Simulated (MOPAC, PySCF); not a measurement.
HCl$_{3}$OSi, SMILES `Cl[Si](O)(Cl)Cl`, neutral singlet in the gas phase. 

Cartesian coordinates (Å):
```xyz
6

O     -1.0515    -0.0845    -0.8723
Si     0.3021    -0.0067     0.0421
Cl     1.8641    -0.2646    -1.2322
Cl     0.3199    -1.4673     1.4776
Cl     0.4617     1.8014     0.9903
H     -1.8964     0.0217    -0.4056
```
Charge 0, spin multiplicity 1.

All levels are single points at this geometry (PBE-D3(BJ)/def2-TZVP); Pople sets use spherical d functions. Orbital energies aren't observables, and empty levels follow the basis.

```
level                          HOMO (eV)  LUMO (eV)  gap (eV)  dipole (D)  vertical IE, Delta-SCF (eV)
-----------------------------  ---------  ---------  --------  ----------  ---------------------------
PBE-D3(BJ)/def2-TZVP in PySCF      -7.90      -1.27      6.63        1.60                            –
B3LYP/3-21G in PySCF               -9.42      -1.34      8.08        2.53                            –
B3LYP/6-31G* in PySCF              -9.06      -0.58      8.48        1.97                        11.36
B3LYP/LANL2DZ in PySCF             -9.53      -1.47      8.07        2.30                            –
BP86/6-31G* in PySCF               -8.02      -1.43      6.59        1.97                            –
M06-2X/6-31G* in PySCF            -10.74       0.60     11.34        2.05                            –
PBE/6-31G* in PySCF                -7.91      -1.33      6.59        1.96                            –
SVWN5/6-31G* in PySCF              -8.02      -1.56      6.47        2.00                            –
HF/3-21G in PySCF                 -13.34       2.59     15.94        2.68                            –
HF/6-31G* in PySCF                -12.81       3.64     16.46        2.10                        12.12
AM1 in MOPAC                      -12.70      -1.28     11.42        1.96                            –
PM3 in MOPAC                      -10.85      -1.22      9.63        2.33                            –
PM6 in MOPAC                      -11.33      -0.97     10.36        2.01                            –
```
